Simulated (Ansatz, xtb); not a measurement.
## Relative energy of two structures of BFGeHS

We compare X, a doublet given by its coordinates, with Y, a doublet given by its coordinates. Both are isolated molecules in the gas phase, relaxed with B3LYP-D3(BJ)/def2-SVP.

X (Å):

```csv
atom,x (Å),y (Å),z (Å)
B,-2.4395,0.3511,1.3347
F,-2.6131,-0.3214,0.1596
Ge,-0.2584,-1.3268,0.4283
S,-0.8902,0.1201,2.1782
H,-3.3390,1.0490,1.7169
```

Close contacts (Å): B1–F2 1.37, B1–S4 1.78, Ge3–S4 2.36, B1–H5 1.20.

Y (Å):

```xyz
5

B    -2.4840    0.3714    1.8114
F    -3.3450    0.3458    2.7981
Ge   -1.9208   -0.7118    0.1290
S    -1.2995    1.4470    1.1229
H    -0.5005   -1.3897    0.1349
```

Close contacts (Å): B1–F2 1.31, B1–Ge3 2.08, B1–S4 1.74, Ge3–S4 2.46, Ge3–H5 1.57.

Quicker runs give these differences E(Y) − E(X): GFN2-xTB +0.979 eV; HF/STO-3G +1.050 eV (at GFN2-xTB geometries); r2SCAN-D4/def2-SVP +0.398 eV (at GFN2-xTB geometries).

Q: Estimate E(Y) − E(X) at the level CCSD(T)/def2-SVP + ΔMP2/def2-TZVPP.

A: Calculated at CCSD(T)/def2-SVP + ΔMP2/def2-TZVPP: E(Y) − E(X) = +0.388 eV, so structure X lies lower.

How the difference moves with the method:

| level | geometry | E(Y) − E(X) (eV) | departure from the last row (eV) | job, with rough time for the two |
| --- | --- | --- | --- | --- |
| GFN2-xTB | GFN2-xTB | +0.979 | +0.591 | optimisation, 0.15 s |
| HF/STO-3G | GFN2-xTB | +1.050 | +0.662 | single point, 1.1 s |
| r2SCAN-D4/def2-SVP | GFN2-xTB | +0.398 | +0.010 | single point, 4.9 s |
| B3LYP-D3(BJ)/def2-SVP | B3LYP-D3(BJ)/def2-SVP | +0.466 | +0.078 | optimisation, 89 s |
| HF/def2-SVP | B3LYP-D3(BJ)/def2-SVP | +0.934 | +0.546 | part of the CCSD(T) run |
| MP2/def2-SVP | B3LYP-D3(BJ)/def2-SVP | +0.382 | −0.006 | part of the CCSD(T) run |
| CCSD(T)/def2-SVP | B3LYP-D3(BJ)/def2-SVP | +0.437 | +0.049 | single point |
| CCSD(T)/def2-SVP + ΔMP2/def2-TZVPP | B3LYP-D3(BJ)/def2-SVP | +0.388 |  | single point, 50 s |

None of the levels shown reverses the order. The largest departure from CCSD(T)/def2-SVP + ΔMP2/def2-TZVPP is that of HF/STO-3G, 0.662 eV. The last row adds to CCSD(T) the change of the MP2 difference between the two basis sets, here −0.049 eV.

With harmonic frequencies from B3LYP-D3(BJ)/def2-SVP (ideal gas, rigid rotor, one conformer each, 298.15 K, 1 atm): the zero-point term adds −0.067 eV; ΔH is +0.319 and ΔG +0.339 eV.

Open shells are spin-unrestricted. The correlated steps freeze 16 core orbitals; the filled d shell of Ge is correlated, in a basis made for valence electrons. Mirror images aren't counted in ΔG. Codes used: Ansatz 0.2.0, xtb 6.7.1; the last row on 1 thread of Intel(R) Xeon(R) 6975P-C (Granite Rapids) on a shared host.
